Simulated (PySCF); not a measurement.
PySCF job for AlAs2FH4, SMILES [F][Al]([AsH2])[AsH2], ωB97X-D3(BJ)/def2-SVP. 

```python
import numpy as np
from pyscf import gto, scf, dft
import os
os.environ['JAX_PLATFORMS'] = 'cpu'
from ase import Atoms, units
from ase.calculators.calculator import Calculator, all_changes
from sella import Sella

mol = gto.M(
    atom='''
    Al    0.49040606   -0.06839870    0.26312149
    As   -1.28602660   -1.40841320    1.21160920
    H    -0.34019294   -2.53416010    0.83619911
    H    -1.82887541   -1.43966373   -0.21000859
    As    0.61600885    1.50308521   -1.56928938
    H     1.13497567    2.40563251   -0.46631037
    H    -0.80192429    1.87649204   -1.16122159
    F     1.95236931   -0.28258821    1.04268976
    ''',
    basis='def2-SVP',
    charge=0,
    spin=0,
    max_memory=1600,
    verbose=3,
)
mf = dft.RKS(mol, xc='wb97x-d3bj').density_fit(auxbasis='def2-universal-jkfit')
mf.grids.level = 3
mf.conv_tol = 1e-9
mf.max_cycle = 100
mf.kernel()
grad = mf.nuc_grad_method()
grad.grid_response = mol.nao <= 150
scan = grad.as_scanner()
scan.verbose = scan.base.verbose = 0
class SCF(Calculator):
    implemented_properties = ['energy', 'forces']
    def calculate(self, atoms=None, properties=None, system_changes=all_changes):
        super().calculate(atoms, properties, system_changes)
        e, g = scan(mol.set_geom_(self.atoms.positions, unit='Angstrom', inplace=False))
        assert scan.converged
        self.results = {'energy': float(e) * units.Hartree, 'forces': -np.asarray(g) * units.Hartree / units.Bohr}
atoms = Atoms(mol.elements, mol.atom_coords(unit='Angstrom'), calculator=SCF())
conv = Sella(atoms, order=0, internal=True, allow_fragments=True).run(fmax=0.002, steps=150)
mol_eq = mol.set_geom_(atoms.positions, unit='Angstrom', inplace=False)
print(mol_eq.tostring(format='xyz'))
mf.reset(mol_eq)
mf.verbose = 3
mf.kernel()
```

It prints:

```
converged SCF energy = -4815.73924490352
     Step          Energy         fmax         cmax       rtrust          rho
Sella   0  -131042.939586       0.5345       0.0000       0.1000       1.0000
Sella   1  -131042.973962       0.5345       0.0000       0.1000       1.6989
Sella   2  -131043.020269       0.4470       0.0000       0.1000       1.1312
Sella   3  -131043.016755       0.2200       0.0000       0.0900      -0.4298
Sella   4  -131043.029912       0.3381       0.0000       0.0900       1.1545
Sella   5  -131043.032891       0.1138       0.0000       0.0900       1.4594
Sella   6  -131043.034719       0.0555       0.0000       0.0900       1.2260
Sella   7  -131043.035254       0.0400       0.0000       0.0900       1.4881
Sella   8  -131043.035733       0.0359       0.0000       0.0900       1.3000
Sella   9  -131043.035950       0.0252       0.0000       0.0900       1.4929
Sella  10  -131043.036178       0.0304       0.0000       0.0900       1.3484
Sella  11  -131043.036261       0.0303       0.0000       0.0900       1.2130
Sella  12  -131043.036271       0.0149       0.0000       0.0900       1.1661
Sella  13  -131043.036272       0.0047       0.0000       0.0900       1.2241
8
XYZ from PySCF
Al          0.58735900       -0.08742660        0.30051828
As         -1.27673764       -1.36767115        1.10148639
H          -0.46068084       -2.64623286        0.99671090
H          -1.81990632       -1.48901750       -0.31456786
As          0.54515273        1.50874377       -1.49009264
H           1.17701541        2.55699908       -0.58784205
H          -0.87403381        1.91282633       -1.11968291
F           2.05857211       -0.33623524        1.06025952
converged SCF energy = -4815.74279806466
```

The calculation finished and met its thresholds.
